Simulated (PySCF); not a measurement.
Pt²⁺ (platinum, charge +2) across methods

[Xe] 4f14 5d7 6p1, one real determinant (an excited configuration). All numbers are calculated (PySCF 2.14, a scalar-relativistic core potential, in aug-cc-pVQZ-PP with ECP60MDF (7s7p6d4f3g2h, 135 functions)).

| method | E (hartree) | mean ε 5d α (eV) | mean ε 5d β (eV) | mean ε 6p α (eV) | Σ⟨r²⟩ (bohr²) | ⟨S²⟩ |
| --- | --- | --- | --- | --- | --- | --- |
| r2SCAN | -117.9917 | -31.377 | -29.020 | -16.935 | 39.05 | 6.002 |
| LDA | -117.7049 | -30.932 | -28.800 | -16.970 | 39.26 | 6.000 |
| UHF | -117.23717 | -37.713 | -34.913 | -18.905 | 39.66 | 6.005 |
| BLYP | -117.9220 | -30.592 | -28.762 | -16.630 | 39.27 | 6.001 |
| PBE0 | -117.9399 | -32.782 | -30.578 | -17.465 | 39.17 | 6.002 |
| TPSSh | -117.9186 | -31.581 | -29.630 | -16.973 | 39.16 | 6.002 |
| PBE | -117.9670 | -30.842 | -28.792 | -16.808 | 39.18 | 6.001 |
| TPSS | -117.9252 | -30.803 | -28.928 | -16.707 | 39.16 | 6.002 |

⟨L²⟩ = 13.71 against 20 for a pure G term, so this real determinant mixes terms. Energies and moments cover only the electrons outside the core potential. Spin-orbit coupling, absent here, splits the open shell strongly.
